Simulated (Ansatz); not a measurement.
Basis-set series for C$_{3}$H$_{8}$Si (`C[SiH]1CC1`). Charge 0, multiplicity 1. All single points use the PBE0-D4/def2-TZVP geometry.

```tsv
functional	basis	functions	energy (Eh)	HOMO (eV)	LUMO (eV)
PBE0-D4	def2-SVP	100	-408.15412	-6.64	1.40
PBE0-D4	def2-TZVPP	247	-408.38806	-6.65	0.87
ωB97M-V	def2-SVP	100	-408.31333	-8.82	3.28
ωB97M-V	def2-TZVPP	247	-408.55645	-8.84	2.44
```

Task: Give the rows for def2-QZVPP. (An estimate is asked.)

Result: Ansatz gave: 
```json
{"functional": "PBE0-D4", "basis": "def2-QZVPP", "functions": "481", "energy (Eh)": "-408.40485", "HOMO (eV)": "-6.66", "LUMO (eV)": "0.65"}
{"functional": "ωB97M-V", "basis": "def2-QZVPP", "functions": "481", "energy (Eh)": "-408.57232", "HOMO (eV)": "-8.84", "LUMO (eV)": "1.73"}
```

Positive LUMOs are unbound and depend on the basis.
